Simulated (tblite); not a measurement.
Species: C5H5OS (doublet state).
Cartesian coordinates in Å at the GFN2-xTB level; atoms count from 1:
```xyz
12
C5H5OS angstrom
O     -2.2744   -0.5394   -0.5229
C     -1.5186    0.1571    0.4433
C     -0.0724    0.2627    0.0847
C      0.9395   -0.5993    0.3749
C      2.1973   -0.2089   -0.1725
C      2.0631    0.9351   -0.8581
S      0.5001    1.5948   -0.8956
H     -2.1923   -0.0876   -1.3709
H     -1.6235   -0.4222    1.3650
H     -1.9371    1.1610    0.6073
H      0.8123   -1.4915    0.9624
H      3.1073   -0.7626   -0.0436
```

Structure optimised with GFN2-xTB, isolated species. This method treats the open shell by occupation alone, without spin polarisation.

Take the most abundant isotopes and a rigid rotor. The values belong to one conformer with, in the numbering `[OH:1][CH2:2][c:3]1[cH:4][cH:5][c:6][s:7]1`, H–O1–C2–C3 -59°, O1–C2–C3–C4 -89°.

Task: Give the principal moments of inertia and the rotational constants in GHz.

Result: Ia = 111.79, Ib = 283.60, Ic = 362.87 u·Å²; 505379 MHz·u·Å²/I gives 4521, 1782 and 1393 MHz, that is A = 4.5209, B = 1.7820, C = 1.3927 GHz.

Task: Classify the top.

Result: An asymmetric top; Ray's κ = -0.751.

Task: What does the inertial defect say?

Result: Not planar: Δ = Ic − Ia − Ib = -32.52 u·Å². For a rigid frame Δ = −2 Σ m c², so Σ m c² = 16.26 u·Å² lies off the ab plane: 4.16 from hydrogen and 12.11 from heavier atoms. The atom farthest from that plane is 1.20 Å away.

Task: Give the other two planar moments, Paa and Pbb, and the rms extents of the mass along the axes.

Result: Paa = Σ m a² = (Ib + Ic − Ia)/2 = 267.34 and Pbb = Σ m b² = (Ia + Ic − Ib)/2 = 95.53 u·Å². With the mass M = 113.01 u, the rms extents √(P/M) along a, b and c are 1.54, 0.92, 0.38 Å.

Task: List the rotational levels J(Ka,Kc) to J = 2 (K).

Result: Above 0(0,0), as E/k:
J = 1: 1(0,1) 0.152, 1(1,1) 0.284, 1(1,0) 0.302
J = 2: 2(0,2) 0.455, 2(1,2) 0.570, 2(1,1) 0.626, 2(2,1) 1.020, 2(2,0) 1.022
Those of J = 1 are B + C, A + C and A + B.

Task: Estimate the classical rotational partition function at 10 K, 50 K and 200 K.

Result: Point group C1, symmetry number σ = 1; q = (√π/σ)·√((kT/h)³/(ABC)), k/h = 20836.6 MHz/K: 1590 at 10 K, 17800 at 50 K, 142000 at 200 K.

For this open shell read J as N, the rotation without spin; fine and hyperfine splittings come on top. Its GFN2-xTB frequencies are all real (lowest 25 cm⁻¹). Zero-point vibration and centrifugal distortion are left out.

The numbers are calculated, not measured.
